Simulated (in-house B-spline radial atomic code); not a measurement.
The numbers below are computed, except where a source is named.
Ghost states of the separable form: Zn

Zn, [Ar] 3d10 4s2, non-relativistic PBE, spherical and spin-unpolarised, from an all-electron radial atomic-structure program (B-spline basis) (atomic units; all potentials screened as in the neutral atom).

Troullier-Martins channels: 4s (ε = -0.2141, r_c = 1.808 bohr), 3d (ε = -0.3883, r_c = 1.48 bohr). In the Kleinman-Bylander form one channel serves as the local potential, and each other channel l becomes |δV u><u δV|/<u|δV|u>, with δV = V_l − V_local and u the pseudo-orbital. Its strength is E_KB = <u|δV²|u>/<u|δV|u>. By the analysis of Gonze, Stumpf and Scheffler a spurious state lies below the reference level ε if E_KB > 0 and ε is above the second level of the local potential alone, or if E_KB < 0 and ε is above its first. The table's levels are those of angular momentum l in a sphere of 9 bohr, whose wall can lift a shallow ε a little above its free-atom value.

```csv
local,channel,<u δV u>,<u δV² u>,ε,first local level,second local level
s,d,-9.1728,144.08,-0.3883,0.1124,0.3510
d,s,0.21711,1.8723,-0.2138,-13.7596,-1.2559
```

(1) Apply the rule to each row.

Diagonalising the separable Hamiltonian gives:

```
local  channel       three lowest levels  all-electron, two lowest valence levels
    s        d   -0.3883, 0.1202, 0.3821                          -0.3883, 0.1191
    d        s  -8.4435, -0.2138, 0.0797                          -0.2138, 0.0800
```

(2) Which choices of local channel are safe?

Answers

(1) Local s, channel d: E_KB = -15.7, so ε = -0.3883 is set against 0.1124: no ghost. Local d, channel s: E_KB = +8.62, so ε = -0.2138 is set against -1.2559: a ghost.

(2) Free of ghosts: s. With d local the s channel has a ghost 8.23 hartree below ε, since the local potential binds more than one state below ε, and a repulsive term of rank one raises each level at most to the next, so it clears only one of them. Among the safe choices the second level, which tests transfer, is off by at most 1.1 millihartree (s local).
